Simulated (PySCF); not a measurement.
Species: FH7OSi3.
SMILES: `F[SiH2]O[SiH2][SiH3]`

All values: PBE0/def2-SVPD (PySCF, non-relativistic), on one gas-phase PBE0-D3(BJ)/def2-SVP geometry that isn't relaxed in the solvent. The solvent is an IEF-PCM continuum (cavity from Bondi-type radii × 1.2), and excitations are vertical TDDFT with non-equilibrium linear response and a frozen core. Specific hydrogen bonds and non-electrostatic terms are outside this model.

Gas-phase singlets (H = HOMO, L = LUMO):

```csv
state,E (eV),λ (nm),f,leading configuration
S1,6.384,194,0.018,H→L 98%
S2,7.051,176,0.001,H-1→L 97%
S3,7.227,172,0.022,H→L+1 83%
S4,7.313,170,0.019,H→L+2 85%
S5,7.520,165,0.126,H→L+3 82%
```

Q: What are the lowest 5 singlets in chloroform (ε = 4.711)?

A: 
| state | E (eV) | λ (nm) | f | leading configuration | change by rank (eV) |
| --- | --- | --- | --- | --- | --- |
| S1 | 6.391 | 194 | 0.027 | H→L 98% | +0.007 |
| S2 | 7.041 | 176 | 0.001 | H-1→L 96% | -0.010 |
| S3 | 7.225 | 172 | 0.044 | H→L+1 78% | -0.002 |
| S4 | 7.305 | 170 | 0.035 | H→L+2 79% | -0.008 |
| S5 | 7.487 | 166 | 0.260 | H→L+3 88% | -0.033 |

Q: How do the frontier levels move from gas to chloroform?

A: 
| orbital | gas (eV) | solvent (eV) | change (eV) |
| --- | --- | --- | --- |
| LUMO+2 | 0.37 | 0.47 | +0.10 |
| LUMO+1 | 0.16 | 0.25 | +0.09 |
| LUMO | -0.44 | -0.33 | +0.11 |
| HOMO | -8.12 | -8.04 | +0.08 |
| HOMO-1 | -8.88 | -8.77 | +0.11 |
| HOMO-2 | -9.66 | -9.57 | +0.09 |
| HOMO-3 | -9.78 | -9.71 | +0.07 |

The HOMO–LUMO gap goes from 7.69 to 7.71 eV.

The values belong to the conformer `[F:1][SiH2:2][O:3][SiH2:4][SiH3:5]`: F1–Si2–O3–Si4 -27°, Si2–O3–Si4–Si5 16°.
